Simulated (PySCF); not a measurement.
FS, doublet, geometry from GFN2-xTB; PySCF with MP2/6-311G**.

Here is a job for PySCF.
```python
from pyscf import gto, scf, mp

mol = gto.Mole()
mol.atom = '''
    S    -0.000000   -0.000000   -0.585537
    F     0.000000    0.000000    1.040954
'''
mol.basis = '6-311g**'
mol.charge = 0
mol.spin = 1
mol.verbose = 4
mol.build()

mf = scf.UHF(mol)
mf.kernel()

pt = mp.MP2(mf, frozen=6)
pt.kernel()
print('E(MP2) = %.10f' % pt.e_tot)
```

Q: What does PySCF print? Leave out banner, timings and long lists.

A: 
```
PySCF version 2.14.0

[INPUT] verbose = 4
[INPUT] num. atoms = 2
[INPUT] num. electrons = 25
[INPUT] charge = 0
[INPUT] spin (= nelec alpha-beta = 2S) = 1
[INPUT] symmetry False subgroup None
[INPUT] Mole.unit = angstrom
[INPUT] Symbol           X                Y                Z      unit          X                Y                Z       unit  Magmom
[INPUT]  1 S      0.000000000000   0.000000000000  -0.585537000000 AA    0.000000000000   0.000000000000  -1.106504565799 Bohr   0.0
[INPUT]  2 F      0.000000000000   0.000000000000   1.040954000000 AA    0.000000000000   0.000000000000   1.967117968270 Bohr   0.0

nuclear repulsion = 46.8502551643261
number of shells = 20
number of NR pGTOs = 76
number of NR cGTOs = 44
basis = 6-311g**
ecp = {}

******** <class 'pyscf.scf.uhf.UHF'> ********
method = UHF
initial guess = minao
damping factor = 0
level_shift factor = 0
DIIS = <class 'pyscf.scf.diis.CDIIS'>
diis_start_cycle = 1
diis_space = 8
diis_damp = 0
SCF conv_tol = 1e-09
SCF conv_tol_grad = None
SCF max_cycles = 50
direct_scf = True
direct_scf_tol = 1e-13
number electrons alpha = 13  beta = 12
Set gradient conv threshold to 3.16228e-05
init E= -496.814919797794

cycle= 1 E= -496.89255399042  delta_E= -0.0776  |g|= 0.291  |ddm|= 0.955
cycle= 2 E= -496.92206169315  delta_E= -0.0295  |g|= 0.156  |ddm|= 0.27
cycle= 3 E= -496.9294418587  delta_E= -0.00738  |g|= 0.0393  |ddm|= 0.088
cycle= 4 E= -496.930345210718  delta_E= -0.000903  |g|= 0.0125  |ddm|= 0.034
cycle= 5 E= -496.930577906768  delta_E= -0.000233  |g|= 0.00514  |ddm|= 0.0196
cycle= 6 E= -496.93062948146  delta_E= -5.16e-05  |g|= 0.0022  |ddm|= 0.00958
cycle= 7 E= -496.930639844163  delta_E= -1.04e-05  |g|= 0.000606  |ddm|= 0.00539
cycle= 8 E= -496.930640494973  delta_E= -6.51e-07  |g|= 0.00018  |ddm|= 0.0015
cycle= 9 E= -496.930640564619  delta_E= -6.96e-08  |g|= 0.00011  |ddm|= 0.000374
cycle= 10 E= -496.930640602586  delta_E= -3.8e-08  |g|= 5.99e-05  |ddm|= 0.000309
cycle= 11 E= -496.930640615459  delta_E= -1.29e-08  |g|= 1.93e-05  |ddm|= 0.000241
cycle= 12 E= -496.930640616128  delta_E= -6.69e-10  |g|= 5.82e-06  |ddm|= 5.16e-05
Extra cycle  E= -496.930640616153  delta_E= -2.49e-11  |g|= 3.47e-06  |ddm|= 4.88e-06
converged SCF energy = -496.930640616153  <S^2> = 0.75953342  2S+1 = 2.0095108

******** <class 'pyscf.mp.ump2.UMP2'> ********
nocc = (np.int64(7), np.int64(6)), nmo = (38, 38)
frozen orbitals 6
E(UMP2) = -497.241544449879  E_corr = -0.310903833726092
E(SCS-UMP2) = -497.233700770637  E_corr = -0.303060154484044
E_corr(same-spin) = -0.0807974376776155
E_corr(oppo-spin) = -0.230106396048477
E(MP2) = -497.2415444499
```
